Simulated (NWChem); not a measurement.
# C$_{2}$H$_{6}$N cation; SMILES C=[NH+]C

```xyz
9

C      0.2258    -1.2341     0.0000
N     -0.4067    -0.1281     0.0000
C      0.1707     1.2087     0.0000
H      1.3220    -1.2344     0.0000
H     -0.3296    -2.1783     0.0000
H     -1.4318    -0.1683     0.0000
H     -0.1786     1.7448     0.8944
H      1.2649     1.1415     0.0000
H     -0.1786     1.7448    -0.8944
```
Atoms are numbered in this order, from 1.

Coordinates come from a PBE0/def2-SVP optimisation.

Symmetry labels are those of Cs in the frame above (b1 and b2, or b-type labels, depend on it).

Question: List the 4 lowest vertical singlet excitations from PBE/6-31G* (spherical d), TDA (NWChem).

Answer: 
| state | energy (eV) | oscillator strength | symmetry | leading excitation (squared amplitude) |
|---|---|---|---|---|
| S1 | 6.89 | 0.001 | a" | HOMO−1 → LUMO (1.00) |
| S2 | 7.29 | 0.263 | a' | HOMO → LUMO (0.78) |
| S3 | 7.71 | 0.000 | a" | HOMO−2 → LUMO (1.00) |
| S4 | 9.95 | 0.002 | a" | HOMO → LUMO+1 (0.71) |
